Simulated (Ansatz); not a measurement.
Geometry optimisation, RKS PBE0/def2-SVP (Ansatz 0.2.0).

Input:

```yaml
crystal:
  periodic: [false, false, false]
  atoms:
    - { symbol: Si, position_ang: [0.137957, 0.003863, 0.180715] }
    - { symbol: H, position_ang: [0.225099, -0.213621, 1.613062] }
    - { symbol: F, position_ang: [1.724991, 0.132521, 0.081723] }
    - { symbol: Si, position_ang: [-1.005736, 1.844195, -0.701562] }
    - { symbol: H, position_ang: [-2.460202, 1.519171, -0.813989] }
    - { symbol: H, position_ang: [-0.82213, 3.026729, 0.196974] }
    - { symbol: H, position_ang: [-0.454305, 2.147117, -2.057662] }
    - { symbol: F, position_ang: [-0.347674, -1.317376, -0.62096] }
basis:
  gaussian: { orbitals: def2-SVP }
hamiltonian:
  xc: pbe0
relax:
  f_tol: 0.03
  max_steps: 50
```

Command:

```bash
$ ansatz run input.yaml --threads 2 --pin off --max-ram 3072MiB --backend cpu --events-out ev --progress --plain --runs-dir out
```

**Question.** Where does it end, and by what steps?

**Answer.** The run converged. The force dipped under the threshold on the way, but the program's further checks kept it going. After 7 steps the energy has fallen by 0.260 eV; H2 moved furthest, 0.34 Å.

| step | energy less start (eV) | largest force component (eV/Å) | accepted |
| --- | --- | --- | --- |
| 0 | 0.0000 | 1.221 | yes |
| 1 | -0.2215 | 0.435 | yes |
| 2 | -0.2382 | 0.443 | yes |
| 3 | -0.2566 | 0.062 | yes |
| 4 | -0.2592 | 0.014 | yes |
| 5 | -0.2599 | 0.049 | yes |
| 6 | -0.2544 | 0.246 | no |
| 7 | -0.2602 | 0.002 | yes |

```xyz
8
Properties=species:S:1:pos:R:3
Si 0.173 0.005 0.199
H -0.096 -0.317 1.625
F 1.765 0.265 0.047
Si -0.983 1.835 -0.690
H -2.452 1.569 -0.630
H -0.668 3.055 0.113
H -0.566 2.044 -2.109
F -0.175 -1.312 -0.677
```

Whether the end is a true minimum wasn't checked by a vibrational analysis.

The run took 10 s on 2 threads of AMD EPYC 7B13 (Zen 3) (shared host), peak memory 0.18 GiB.
